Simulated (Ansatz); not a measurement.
mer-[FeF3(NH3)3]- (FeN₃F₃H₉⁻) was relaxed with B3LYP-D4 (def2-SVPD) in Ansatz in these states: charge -1 quintet, neutral doublet. The geometries follow in no particular order.

A:

```csv
atom,x (Å),y (Å),z (Å)
Fe1,-0.224,-0.454,-0.018
F2,0.918,1.294,-0.341
F3,-1.438,-1.712,0.762
F4,0.521,-1.406,-1.746
N5,-0.666,1.094,1.723
H6,-0.325,0.905,2.659
H7,-1.569,1.552,1.766
H8,0.014,1.626,1.160
N9,-1.392,0.485,-1.761
H10,-2.366,0.493,-2.041
H11,-0.848,-0.210,-2.291
H12,-0.958,1.397,-1.873
N13,1.865,-1.210,0.575
H14,2.213,-1.888,1.243
H15,2.433,-0.367,0.559
H16,1.821,-1.599,-0.376
```

B:

Cartesian coordinates in Å:
```
Fe 0.206 0.038 -0.296
F 0.417 -1.786 -0.087
F -0.210 1.826 -0.186
F 1.243 0.170 -1.791
N -0.953 -0.145 1.369
H -1.907 0.169 1.206
H -0.588 0.398 2.148
H -0.945 -1.137 1.602
N 1.906 0.361 0.708
H 1.934 1.254 1.197
H 2.543 0.408 -0.090
H 2.199 -0.401 1.315
N -1.309 -0.258 -1.571
H -1.992 0.497 -1.584
H -1.765 -1.165 -1.497
H -0.777 -0.230 -2.443
```

Task: Judge from the bond lengths which geometry belongs to which state (an estimate).

Result: A is the charge -1 quintet (Fe1–N5 2.371 Å, Fe1–N9 2.299 Å, Fe1–N13 2.299 Å); B is the neutral doublet (Fe1–N5 2.036 Å, Fe1–N9 2.001 Å, Fe1–N13 2.002 Å).

At B3LYP-D4/def2-SVPD the highest occupied level of the charge -1 quintet lies above zero (up to 0.02 eV). It is a level of β spin, whose loss leaves a sextet; that state wasn't run at this geometry and level. The electron is either unbound and held by the finite basis, or the level is raised by self-interaction error. The name describes the singlet; other states may take another shape.
